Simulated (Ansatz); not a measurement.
Molecule: C₂HO, net charge 0, doublet state. It need not be the lowest isomer of its formula. 
Coordinates optimised at B3LYP-D3(BJ)/def2-TZVP (Ansatz, a quantum-chemistry and plane-wave program):
```xyz
4

C      1.2163    -0.0661    -0.3300
C     -0.0160    -0.0137     0.0400
O     -1.1687     0.1087     0.2066
H      2.1478    -0.3907     0.0874
```
Charge 0, spin multiplicity 2.

Atomisation energy built up term by term with Ansatz (kcal/mol; UHF references for open shells; valence terms freeze the core; atomic spin-orbit terms are left out). CBS(X,Y): correlation extrapolated as X^-3; Hartree-Fock from the larger set.

```json
[
 {"term": "Hartree-Fock", "basis": "cc-pVQZ", "kcal/mol": "280.62"},
 {"term": "CCSD correlation", "basis": "CBS(cc-pVTZ,cc-pVQZ)", "kcal/mol": "124.15"},
 {"term": "(T)", "basis": "CBS(cc-pVTZ,cc-pVQZ)", "kcal/mol": "12.98"},
 {"term": "CCSDT - CCSD(T)", "basis": "cc-pVDZ", "kcal/mol": "0.32"},
 {"term": "core correlation", "basis": "cc-pwCVTZ", "kcal/mol": "2.39"},
 {"term": "scalar relativity (X2C)", "basis": "cc-pVTZ-DK against cc-pVTZ", "kcal/mol": "-0.43"},
 {"term": "sum: De", "basis": "", "kcal/mol": "420.0"}
]
```

(T) makes 3.1 % of the CCSD(T) atomisation energy; under 5 % is typical of single-reference molecules.
